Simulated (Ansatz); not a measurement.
Ansatz (a quantum-chemistry and plane-wave program) input:

Ansatz 0.2 input:
```yaml
crystal:
  periodic: [false, false, false]
  atoms:
    - {symbol: C, position_ang: [1.97518457, 0.44431675, -0.48896210]}
    - {symbol: C, position_ang: [1.04352864, -0.45606748, 0.22657747]}
    - {symbol: B, position_ang: [-0.52149741, -0.10149363, 0.11799552]}
    - {symbol: N, position_ang: [-1.44833039, -0.93857831, 0.78867027]}
    - {symbol: N, position_ang: [-0.94471770, 1.01827110, -0.63006881]}
    - {symbol: H, position_ang: [2.22844983, 0.27816808, -1.52737287]}
    - {symbol: H, position_ang: [2.36373562, 1.33740453, -0.01835835]}
    - {symbol: H, position_ang: [1.28651316, -0.48081253, 1.29624833]}
    - {symbol: H, position_ang: [1.15818634, -1.48556287, -0.13514393]}
    - {symbol: H, position_ang: [-2.44392490, -0.79993317, 0.78060660]}
    - {symbol: H, position_ang: [-1.16144948, -1.73806766, 1.32414381]}
    - {symbol: H, position_ang: [-1.90252791, 1.30129094, -0.74286218]}
    - {symbol: H, position_ang: [-0.28243826, 1.60763574, -1.10314147]}
basis:
  gaussian:
    orbitals: def2-TZVPD
hamiltonian:
  xc: {name: LC-wPBE}
magnetization: {spin_polarized: true, initial_magnetization: 1}
output: {forces: true}
```

Problem. What final total energy does it print?

Solution. -215.36640 Eh (LC-wPBE/def2-TZVPD). The basis has 257 functions.

It need not be the lowest isomer of its formula.
